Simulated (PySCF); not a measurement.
# Property card for `Fc1cc(F)cc(F)c1` (1,3,5-trifluorobenzene)

Compound: 1,3,5-trifluorobenzene, C6H3F3.
SMILES with atom numbers: `[F:1][c:2]1[cH:3][c:4]([F:5])[cH:6][c:7]([F:8])[cH:9]1` (hydrogens: H10 on C3; H11 on C6; H12 on C9)

Geometry (PBE0-D3(BJ)/def2-TZVP, Å), atoms numbered from 1 in this order:
```xyz
12
C6H3F3 angstrom
F     -0.6353    2.3338   -1.1741
C     -0.3184    1.1769   -0.5919
C      0.8830    0.5799   -0.9231
C      1.1796   -0.6178   -0.3013
F      2.3311   -1.2206   -0.5991
C      0.3384   -1.2198    0.6147
C     -0.8464   -0.5681    0.8991
F     -1.6812   -1.1219    1.7790
C     -1.2068    0.6309    0.3147
H      1.5596    1.0287   -1.6367
H      0.5952   -2.1577    1.0869
H     -2.1406    1.1191    0.5556
```

Some functional groups and rings: benzene ring and C–F bond.

**PBE0-D3(BJ)/def2-TZVP geometry optimisation, gas phase (PySCF)**

| Property | Result |
| --- | --- |
| Point group | D3h |
| Rotational constants A, B, C | 1.775, 1.774, 0.887 GHz |

**B97-2/pcSseg-2 ground state and GIAO shieldings, non-relativistic (PySCF)**

| Property | Result |
| --- | --- |
| Dipole moment | 0.00 D |
| HOMO energy | -7.47 eV |
| LUMO energy | -0.65 eV |
| HOMO–LUMO gap | 6.82 eV |
| 13C chemical shifts (computed TMS as zero) by class | 174.5 (C2/C4/C7), 104.3 (C3/C6/C9) ppm |
| 1H chemical shifts (computed TMS as zero) by class | 6.71 (H10/H11/H12) ppm |
| Isotropic shieldings of nuclei other than C and H, by class | 284 (F1/F5/F8) ppm |

Monoisotopic mass from the formula: 132.0187 u.

The rotational constants are those of an oblate symmetric top; the small spread among constants that symmetry makes equal is optimisation noise. With B = h/(8π²I), that is 505.379 GHz u Å² over I, the principal moments of inertia are 284.7, 284.8 and 569.5 u Å² (most abundant isotopes); the inertial defect Ic − Ia − Ib is 0.0 u Å² (zero for a rigid planar frame, negative otherwise). Point group D3h forbids a permanent dipole, so the rigid molecule has no electric-dipole pure rotational spectrum.

Isolated species at its PBE0-D3(BJ)/def2-TZVP geometry, gas phase.
